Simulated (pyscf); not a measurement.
# `[CH3][CH][CH2][CH3]`, doublet

Gas-phase minimum from PySCF at ωB97X-D3(BJ)/def2-SVP, one conformer. Other isomers of H₃C–CH•–CH₂–CH₃ were not searched in full and may lie lower. 

SMILES: C([CH]C)C
```xyz
13

C     -0.4594    -1.5994     1.1421
C     -0.1023    -0.1649     1.3506
C      0.2210     0.7287     0.1936
C     -1.0106     1.1033    -0.6527
H      0.1519    -2.0538     0.3427
H     -0.3249    -2.1950     2.0593
H     -1.5191    -1.7259     0.8361
H     -0.3144     0.2912     2.3248
H      0.7027     1.6524     0.5559
H      0.9569     0.2272    -0.4634
H     -1.7606     1.6345    -0.0446
H     -1.4935     0.2045    -1.0693
H     -0.7308     1.7561    -1.4954
```
Charge 0, spin multiplicity 2.

Bonds (Å): C1–C2 1.493, C1–H5 1.104, C1–H6 1.102, C1–H7 1.110, C2–C3 1.497, C2–H8 1.096, C3–C4 1.541, C3–H9 1.103, C3–H10 1.107, C4–H11 1.102, C4–H12 1.102, C4–H13 1.102. Angles (°): C2–C1–H5 111.4, C2–C1–H6 112.0, C2–C1–H7 112.1, H5–C1–H6 108.2, H5–C1–H7 106.4, H6–C1–H7 106.5, C1–C2–C3 121.1, C1–C2–H8 118.5, C3–C2–H8 118.7, C2–C3–C4 113.4, C2–C3–H9 109.9, C2–C3–H10 109.4, C4–C3–H9 109.0, C4–C3–H10 108.4 (the first ones only).

Properties at ωB97X-D3(BJ)/def2-SVP:

```yaml
harmonic_wavenumbers_unscaled: 51, 118, 235, 279, 413, 482, 784, 860, 964, 987, 1001, 1065, 1167, 1174, 1285, 1336, 1380, 1399, 1423, 1457, 1468, 1469, 1480, 1492, 3001, 3044, 3060, 3089, 3112, 3146, 3154, 3156, 3194 cm⁻¹
zero_point_energy: 73.9 kcal/mol
rotational_symmetry_number: 1
Entropy of this conformer at 298 K and 1 atm, rigid rotor and harmonic oscillator, modes under 100 cm⁻¹ raised to 100: 320.5 J/(mol K)
dipole_moment: 0.26 D
Spin expectation value S2: 0.754
```

Single-point totals, which compare only within one level:

| level | total energy (hartree) |
|---|---|
| ωB97X-D3(BJ)/def2-TZVP | -157.93729 |
| PBE/def2-TZVP | -157.61024 |
| r²SCAN/def2-TZVP | -157.74139 |
| B3LYP-D3(BJ)/def2-TZVP | -157.86710 |
| PBE0-D3(BJ)/def2-TZVP | -157.65001 |
| M06-2X/def2-TZVP | -157.75221 |
| ωB97M-D3(BJ)/def2-TZVP | -157.87820 |

Soft torsions are taken as harmonic, which can shift the entropy by several J/(mol K).
